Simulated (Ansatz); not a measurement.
The first iterations of a band of FH + GaH3 (6 atoms, charge 0, multiplicity 1).

Method: RKS B3LYP-D4/def2-SVP (Ansatz).

```
movable images  : 9
climbing image  : yes
spring          : 5.0 eV/Å²
optimiser       : quadratic models (default)
start path      : through a guess of the saddle point
force threshold : 0.05 eV/Å
iteration limit : 60
end points      : relaxed
```

First end point:

```xyz
6
Properties=species:S:1:pos:R:3
Ga 0.003 0.142 0.040
H 0.003 0.550 1.577
H 1.371 0.133 -0.733
H -1.373 0.064 -0.715
F 0.062 -2.006 0.837
H 0.062 -1.795 1.746
```

Last end point:

```xyz
6
Properties=species:S:1:pos:R:3
Ga 0.016 -0.479 -0.400
H 0.015 0.136 2.174
H 1.426 0.158 -0.613
H -1.426 0.088 -0.590
F 0.062 -2.190 0.050
H 0.035 -0.625 2.131
```

| iteration | highest image above the first end (eV) | largest band force component (eV/Å) |
| --- | --- | --- |
| 1 | 1.136 | 4.179 |
| 2 | 0.629 | 2.981 |
| 3 | 0.495 | 4.769 |

Question: Does the band converge within its limit, and where does its top end?

Answer: The run converged. It ended after 9 iterations with the highest image 0.334 eV above the first end. A vibrational analysis at the climbing image gives one clearly imaginary mode, 1007i cm⁻¹: a first-order saddle point. The orbitals stay closed-shell, which can raise the energy where a bond breaks towards radicals; this wasn't checked here.

The run took 2.6 min on 1 thread of Arm Neoverse V1, with other jobs on the host, peak memory 0.12 GiB.
